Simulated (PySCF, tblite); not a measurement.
Species: C5H8F5P.
Z-matrix (Å and degrees, GFN2-xTB geometry), rows numbered from 1:
```
C 
C   1  1.5239
P   2  1.8595  1  110.82
C   3  1.8443  2   99.67  1    78.93
C   3  1.9047  2   94.07  1   177.16
F   5  1.3562  3  108.63  2    61.09
F   5  1.3579  3  114.00  2   -56.71
C   5  1.5321  3  110.96  2   179.93
F   8  1.3371  5  110.71  3    71.68
F   8  1.3367  5  109.78  3   -46.27
F   8  1.3301  5  113.90  3  -167.13
H   1  1.0877  2  110.09  3   175.72
H   1  1.0879  2  111.22  3   -64.41
H   1  1.0882  2  110.52  3    55.98
H   2  1.0936  1  109.60  3  -117.97
H   2  1.0941  1  110.80  3   122.22
H   4  1.0882  3  110.02  2   172.38
H   4  1.0896  3  111.58  2    50.02
H   4  1.0886  3  107.37  2   -70.24
```

Method: PBE0/pcSseg-1 in PySCF (dipole) on a GFN2-xTB geometry, gas phase.

Take the most abundant isotopes and a rigid rotor. The values belong to one conformer with, in the numbering `[CH3:1][CH2:2][P:3]([CH3:4])[C:5]([F:6])([F:7])[C:8]([F:9])([F:10])[F:11]`, C1–C2–P3–C4 79°, C2–P3–C5–F6 61°.

(1) Give the principal moments of inertia and the rotational constants in MHz.

(2) What kind of rotor is it?

(3) Is it planar, by Δ = Ic − Ia − Ib?

(4) Give the other two planar moments, Paa and Pbb, and the rms extents of the mass along the axes.

(5) Give the coordinates in the principal-axis frame, origin at the centre of mass.

(6) Which types of transition are allowed, and where do some lines up to J = 3 fall?

(7) Estimate the classical rotational partition function at 25 K, 298.15 K and 500 K.

Results:

(1) Ia = 300.65, Ib = 784.54, Ic = 851.47 u·Å²; 505379 MHz·u·Å²/I gives A = 1681, B = 644.2, C = 593.5 MHz.

(2) A near-prolate asymmetric top. Ray's parameter κ = (2B − A − C)/(A − C) = -0.907; −1 is the prolate and +1 the oblate limit.

(3) Not planar: Δ = Ic − Ia − Ib = -233.72 u·Å². For a rigid frame Δ = −2 Σ m c², so Σ m c² = 116.86 u·Å² lies off the ab plane: 6.82 from hydrogen and 110.04 from heavier atoms. The atom farthest from that plane is 1.69 Å away.

(4) Paa = Σ m a² = (Ib + Ic − Ia)/2 = 667.68 and Pbb = Σ m b² = (Ia + Ic − Ib)/2 = 183.79 u·Å². With the mass M = 194.03 u, the rms extents √(P/M) along a, b and c are 1.86, 0.97, 0.78 Å.

(5) The sense of each axis is arbitrary; atoms in the order of the calculation.
```csv
atom,mass (u),a (Å),b (Å),c (Å)
C1,12.000,-3.860,-0.191,-0.269
C2,12.000,-2.465,-0.684,0.097
P3,30.974,-1.162,0.457,-0.580
C4,12.000,-1.251,1.807,0.674
C5,12.000,0.282,-0.508,0.200
F6,18.998,0.283,-1.768,-0.303
F7,18.998,0.190,-0.646,1.548
C8,12.000,1.625,0.145,-0.141
F9,18.998,1.774,1.295,0.524
F10,18.998,1.668,0.438,-1.444
F11,18.998,2.680,-0.616,0.138
H12,1.008,-4.608,-0.906,0.067
H13,1.008,-4.074,0.768,0.197
H14,1.008,-3.954,-0.077,-1.347
H15,1.008,-2.294,-1.667,-0.350
H16,1.008,-2.356,-0.770,1.182
H17,1.008,-0.446,2.521,0.510
H18,1.008,-1.200,1.415,1.689
H19,1.008,-2.197,2.325,0.527
```

(6) The dipole components are |μa| = 2.51 D, |μb| = 0.82 D, |μc| = 0.67 D. The squared components, which scale the intensities, stand as 1.00 : 0.11 : 0.07 (a : b : c). Some lines, for components of 0.1 D or more:

```json
{"type": "b", "branch": "R", "J(Ka,Kc)": "3(1,2) ← 2(2,1)", "MHz": "678", "lower level (cm⁻¹)": "0.266"}
{"type": "a", "branch": "R", "J(Ka,Kc)": "1(0,1) ← 0(0,0)", "MHz": "1238", "lower level (cm⁻¹)": "0.000"}
{"type": "c", "branch": "R", "J(Ka,Kc)": "1(1,0) ← 0(0,0)", "MHz": "2325", "lower level (cm⁻¹)": "0.000"}
{"type": "a", "branch": "R", "J(Ka,Kc)": "2(0,2) ← 1(0,1)", "MHz": "2474", "lower level (cm⁻¹)": "0.041"}
{"type": "b", "branch": "R", "J(Ka,Kc)": "3(0,3) ← 2(1,2)", "MHz": "2718", "lower level (cm⁻¹)": "0.157"}
{"type": "b", "branch": "Q", "J(Ka,Kc)": "2(2,0) ← 2(1,1)", "MHz": "3112", "lower level (cm⁻¹)": "0.162"}
{"type": "b", "branch": "Q", "J(Ka,Kc)": "3(2,2) ← 3(1,3)", "MHz": "3339", "lower level (cm⁻¹)": "0.278"}
{"type": "b", "branch": "R", "J(Ka,Kc)": "2(1,2) ← 1(0,1)", "MHz": "3462", "lower level (cm⁻¹)": "0.041"}
{"type": "c", "branch": "R", "J(Ka,Kc)": "3(1,2) ← 2(0,2)", "MHz": "4928", "lower level (cm⁻¹)": "0.124"}
{"type": "b", "branch": "Q", "J(Ka,Kc)": "3(3,0) ← 3(2,1)", "MHz": "5303", "lower level (cm⁻¹)": "0.390"}
{"type": "b", "branch": "Q", "J(Ka,Kc)": "3(3,1) ← 3(2,2)", "MHz": "5312", "lower level (cm⁻¹)": "0.389"}
{"type": "b", "branch": "R", "J(Ka,Kc)": "2(2,1) ← 1(1,0)", "MHz": "5636", "lower level (cm⁻¹)": "0.078"}
{"type": "c", "branch": "R", "J(Ka,Kc)": "2(2,0) ← 1(1,0)", "MHz": "5638", "lower level (cm⁻¹)": "0.078"}
{"type": "c", "branch": "R", "J(Ka,Kc)": "2(2,1) ← 1(1,1)", "MHz": "5687", "lower level (cm⁻¹)": "0.076"}
{"type": "c", "branch": "R", "J(Ka,Kc)": "3(3,0) ← 2(2,0)", "MHz": "9023", "lower level (cm⁻¹)": "0.266"}
{"type": "c", "branch": "R", "J(Ka,Kc)": "3(3,1) ← 2(2,1)", "MHz": "9025", "lower level (cm⁻¹)": "0.266"}
```

(7) Point group C1, symmetry number σ = 1; q = (√π/σ)·√((kT/h)³/(ABC)), k/h = 20836.6 MHz/K: 26300 at 25 K, 1080000 at 298.15 K, 2350000 at 500 K.

Its lowest GFN2-xTB frequency is 14 cm⁻¹, too small to tell a flat minimum from a shallow saddle. No vibrational averaging or centrifugal distortion is included, and the geometry carries the error of its method. A rigid rotor knows nothing of internal rotation, which can split or shift real lines.
